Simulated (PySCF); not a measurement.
C4H7ClSi.
Geometry (GFN2-xTB, Å), atoms numbered from 1 in this order:
```xyz
13
C4H7ClSi angstrom
Si    -2.1408    0.6206    0.9444
C     -1.2035    0.2479   -0.6854
C      0.1685   -0.0927   -0.4225
C      1.3162   -0.3783   -0.2135
C      2.6760   -0.7097    0.1156
Cl     2.9270   -0.6388    1.9070
H     -3.5195    0.9554    0.5778
H     -1.5000    1.7528    1.6099
H     -2.1107   -0.5697    1.7919
H     -1.2360    1.1193   -1.3432
H     -1.6838   -0.5809   -1.2099
H      2.9245   -1.7274   -0.1891
H      3.3777    0.0020   -0.3224
```

The calculation used TDDFT PBE0/def2-SVPD, vertical, gas phase, core orbitals frozen in the response (PySCF).

Frontier orbitals with the atoms that hold most of them (Löwdin shares over 4%, at most four atoms; ? is withheld):

```json
{"orbital": "LUMO+2", "ε (eV)": "0.80", "atoms": "Si1 37%, Cl6 11%, H9 8%, H8 8%"}
{"orbital": "LUMO+1", "ε (eV)": "0.26", "atoms": "Si1 28%, C2 14%, C3 10%, H7 8%"}
{"orbital": "LUMO", "ε (eV)": "?", "atoms": "Cl6 35%, C5 20%, C3 13%, C4 13%"}
{"orbital": "HOMO", "ε (eV)": "-7.47", "atoms": "?"}
{"orbital": "HOMO-1", "ε (eV)": "-7.71", "atoms": "?"}
{"orbital": "HOMO-2", "ε (eV)": "-8.66", "atoms": "Cl6 78%, C5 10%, C4 5%"}
{"orbital": "HOMO-3", "ε (eV)": "-8.75", "atoms": "Cl6 78%, C5 11%, C4 4%"}
```

(1) Give the leading atoms of the HOMO-1.

(2) Which atoms hold the HOMO, and with what shares?

(3) What is the LUMO energy, and the HOMO–LUMO gap?

Results:

(1) C3 (bonded to 2 C) 35%; C4 (bonded to 2 C) 34%; C5 (bonded to C, Cl and 2 H) 8%; C2 (bonded to C, Si and 2 H) 7%.

(2) C4 (bonded to 2 C) 33%; C3 (bonded to 2 C) 29%; Cl6 (bonded to C) 12%; C2 (bonded to C, Si and 2 H) 11%. By element: carbon 72% or more, chlorine 12%.

(3) ε(LUMO) = -0.38 eV; the gap is 7.09 eV (0.2605 hartree).

Question: The HOMO–LUMO gap is 7.09 eV. Where does the response calculation put the lowest singlet, and from which orbitals?

Answer: S1 is at 5.68 eV (f = 0.0000), 1.41 eV below the gap, made of HOMO-1→LUMO (96%). Its leading pair isn't HOMO and LUMO; the energies of that pair differ by 7.33 eV. Without the coupling terms of the response equations the lowest excitation would equal the gap.

Question: One configuration dominates each of S1, S2, S4, S5 and S7. Which, and how do the shares of the two leading atoms of either orbital change from the occupied to the empty one?

Answer: 
- S1 (5.68 eV, f 0.0000), HOMO-1→LUMO (96%): C3 35% → 13%, C4 34% → 13%, Cl6 at most 8% → 35%, C5 8% → 20%
- S2 (5.95 eV, f 0.168), HOMO→LUMO (86%): C4 33% → 13%, C3 29% → 13%, Cl6 12% → 35%, C5 at most 11% → 20%
- S4 (6.62 eV, f 0.012), HOMO→LUMO+1 (96%): C4 33% → at most 8%, C3 29% → 10%, Si1 at most 11% → 28%, C2 11% → 14%
- S5 (6.71 eV, f 0.0014), HOMO-2→LUMO (91%): Cl6 78% → 35%, C5 10% → 20%
- S7 (6.84 eV, f 0.0034), HOMO-1→LUMO+1 (94%): C3 35% → 10%, C4 34% → at most 8%, Si1 at most 8% → 28%, C2 7% → 14%

Löwdin shares depend on the basis, the more so with diffuse functions.

The run took 91 s wall, 63 s CPU on an Intel Xeon at 2.50 GHz with one thread, no GPU, shared host with 64 logical CPUs at a one-minute load of 51, and the process peaked at 0.68 GiB of memory.
